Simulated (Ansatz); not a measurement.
SiHSCl3⁺, that is Si(SH)Cl3 with one electron fewer. Total charge 1; doublet. Geometry PBE0-D4/def2-SVP; atoms count from 1.

Cartesian coordinates in Å:
```
Si 0.185 0.500 0.299
S -0.800 -1.509 0.008
H -0.776 -1.484 -1.356
Cl -0.237 1.062 2.163
Cl -0.400 1.736 -1.157
Cl 2.029 -0.306 0.043
```

(1) Estimate the Mulliken populations from the PBE0/def2-TZVP orbitals of Ansatz.

(2) Where does the spin sit?

(3) And the Mayer bond orders between heavy atoms (over 0.3)?

## Answers

(1) 
```tsv
atom	charge (e)	spin (α − β)
Si1	0.54	-0.04
S2	0.22	0.91
H3	0.26	-0.02
Cl4	-0.01	0.00
Cl5	-0.02	0.01
Cl6	0.01	0.15
```
Mulliken values depend strongly on the basis.

(2) Summed by element: Si -0.04, S 0.91, H -0.02, Cl 0.16, of 1 unpaired in all. Largest on single atoms: S2 0.91, Cl6 0.15, Si1 -0.04.

(3) Si1–S2 0.85 (2.26 Å); Si1–Cl4 1.41 (1.99 Å); Si1–Cl5 1.40 (2.00 Å); Si1–Cl6 1.27 (2.03 Å).
